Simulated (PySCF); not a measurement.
C2H6In, SMILES [CH3][In+][CH3], charge +1. Atoms are numbered in the order given.

```xyz
9

In     0.0000     0.0000     0.0000
C      0.0000     0.0000    -2.1051
H      0.9053     0.5139    -2.4597
H     -0.8977     0.5271    -2.4597
H     -0.0076    -1.0410    -2.4597
C      0.0000     0.0000     2.1051
H      0.9053    -0.5139     2.4597
H     -0.8977    -0.5271     2.4597
H     -0.0076     1.0410     2.4597
```
Charge +1, spin multiplicity 1.

The structure is a stationary point at PBE0-D3(BJ)/def2-SVP. A frequency run showed that this geometry is not a minimum. The spin state was assumed, not searched. The isomer is the one that the SMILES or the coordinates give; other isomers of the formula were not compared. The def2 effective core potentials stand for the cores of In; spin–orbit coupling is left out.

Calculation: M06-2X/def2-TZVPD run with PySCF.

Mulliken values depend strongly on the basis, most of all with diffuse functions as here. ESP charges are fitted to the potential on shells at 1.4 to 2.0 van der Waals radii. Atomic charges (e):

| atom | Mulliken | ESP fit |
|---|---|---|
| In1 | 1.58 | [?] |
| C2 | -1.34 | [?] |
| H3 | 0.35 | [?] |
| H4 | 0.35 | [?] |
| H5 | 0.35 | [?] |
| C6 | -1.34 | [?] |
| H7 | 0.35 | [?] |
| H8 | 0.35 | [?] |
| H9 | 0.35 | [?] |

### Question
Some entries are withheld; supply them. (The exact figures need the calculation; the answer reports its results.)

### Answer

- In1, ESP fit: 1.09
- C2, ESP fit: -0.70
- H3, ESP fit: 0.22
- H4, ESP fit: 0.22
- H5, ESP fit: 0.22
- C6, ESP fit: -0.70
- H7, ESP fit: 0.22
- H8, ESP fit: 0.22
- H9, ESP fit: 0.22
